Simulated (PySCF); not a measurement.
Al(F)2(NCO) (CAlF2NO), SMILES [F][Al]([N]=C=O)[F].

Coordinates come from a B3LYP-D3(BJ)/def2-SVP optimisation. Other conformers were not sampled.

The numbers are results of TDA-M06-2X/def2-SVPD in PySCF, not measurements.

Vertical excitations. The molecule is in vacuum. State labels are in the subgroup C2v.

```
state  symmetry  energy (eV)  λ (nm)      f                                                main pairs
-----  --------  -----------  ------  -----  --------------------------------------------------------
S1           A2         6.57     189  0.000                                          HOMO→LUMO+1 82 %
S2           B2         7.07     175  0.011                                            HOMO→LUMO 93 %
S3           B1         7.19     172  0.026                                          HOMO−1→LUMO 93 %
S4           A1         7.20     172  0.045                      HOMO−1→LUMO+1 61 %, HOMO→LUMO+3 26 %
S5           A2         7.57     164  0.000                    HOMO−1→LUMO+3 74 %, HOMO−1→LUMO+7 15 %
S6           B2         8.69     143  0.002                                          HOMO→LUMO+2 92 %
S7           B1         8.79     141  0.000                                        HOMO−1→LUMO+2 92 %
S8           A1         9.14     136  0.508  HOMO−1→LUMO+1 34 %, HOMO→LUMO+3 27 %, HOMO−1→LUMO+9 26 %
S9           A2         9.15     135  0.000                        HOMO→LUMO+9 67 %, HOMO→LUMO+1 12 %
S10          B2         9.55     130  0.023                                          HOMO−2→LUMO 85 %
T1           A1         6.30     197      0                    HOMO−1→LUMO+1 73 %, HOMO−1→LUMO+9 15 %
T2           A2         6.44     193      0                        HOMO→LUMO+1 82 %, HOMO→LUMO+9 14 %
T3           B2         6.85     181      0                                            HOMO→LUMO 90 %
T4           B1         6.88     180      0                                          HOMO−1→LUMO 88 %
```
Triplets are in the Tamm–Dancoff approximation.
